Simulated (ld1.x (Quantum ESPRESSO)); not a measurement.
## u(r) = r·R(r): atom against pseudo-atom (aluminium (Al))

Columns: radius, all-electron u(r) and pseudo u(r) of the 3s shell (level -14.92 eV) of aluminium in the configuration [Ne] 3s2 3p0; LDA (PZ), scalar-relativistic, TM scheme, ld1.x (Quantum ESPRESSO) 7.5.

```csv
r (bohr),all-electron,pseudo
0.085,0.1530,0.0387
0.170,-0.0191,0.0758
0.255,-0.1943,0.1098
0.340,-0.2966,0.1393
0.425,-0.3244,0.1639
0.510,-0.2956,0.1837
0.595,-0.2292,0.2001
0.680,-0.1408,0.2153
0.765,-0.0418,0.2318
0.850,0.0598,0.2528
0.935,0.1588,0.2809
1.020,0.2517,0.3183
1.105,0.3365,0.3657
1.190,0.4121,0.4211
1.275,0.4782,0.4796
1.360,0.5348,0.5348
1.445,0.5821,0.5821
1.530,0.6209,0.6209
1.615,0.6515,0.6515
1.700,0.6747,0.6747
1.785,0.6911,0.6911
1.870,0.7014,0.7014
1.955,0.7063,0.7063
2.040,0.7063,0.7063
2.125,0.7021,0.7021
2.210,0.6942,0.6942
```

(1) How many radial nodes do the two functions have?

(2) At about which radius was the pseudo-wave matched?

(3) Where does each function peak?

(4) Is the pseudo-wave norm-conserving?

Answers

(1) The all-electron 3s function has n − l − 1 = 2; the pseudo-wave has 0, since the states of the same l below it are removed with the core.

(2) 1.45 bohr. The columns agree to 0.0005 from 1.36 bohr on; several derivatives are matched, so the curves merge somewhat inside the radius.

(3) Outermost all-electron maximum near 1.96 bohr, pseudo maximum near 1.96 bohr (to the table’s step).

(4) Yes: the TM scheme keeps the norm inside the radius equal to the all-electron one, which fixes the energy derivative of the logarithmic derivative at the level.
